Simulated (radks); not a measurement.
Question: Excited configurations of Fe: one electron is placed in a higher orbital outside [Ar] 3d6 4s1. The ground configuration is [Ar] 3d6 4s2. Calculated with a radial shooting solver on a logarithmic mesh with Libxc functionals: non-relativistic Kohn-Sham, r2SCAN, spin-polarised, spherical densities, point nucleus; open shells are filled with parallel spins first; meta-GGA in the generalised Kohn-Sham scheme. Excitation = E - E(ground); binding = E(ion) - E, where the ion is the core of charge +1; n* = 1/sqrt(2 binding) in atomic units, and the quantum defect is n - n*.

| outer orbital | excitation (eV) | binding (eV) | n* | quantum defect | eigenvalue (eV) | <r> (bohr) |
|---|---|---|---|---|---|---|
| 4d | 5.987 | 1.565 | 2.948 | 1.052 | -0.691 | 9.895 |
| 5s | 4.947 | 2.605 | 2.285 | 2.715 | -1.615 | 8.124 |
| 5p | 5.665 | 1.888 | 2.685 | 2.315 | -1.126 | 10.50 |
| 6p | 6.515 | 1.037 | 3.621 | 2.379 | -0.651 | 19.99 |
| 6d | 6.926 | 0.627 | 4.659 | 1.341 | -0.386 | 31.64 |

Estimate the row for 4p.

Answer: excitation (eV) 2.448; binding (eV) 5.105; n* 1.633; quantum defect 2.367; eigenvalue (eV) -2.607; <r> (bohr) 3.842. The Delta-SCF ionisation energy is 7.553 eV (NIST Atomic Spectra Database: 7.902 eV, measured). Self-interaction in the functional shifts the binding energies and quantum defects, so they are the method's values and not measured ones. Open shells are spherical and high-spin; term and fine-structure splittings are not resolved.
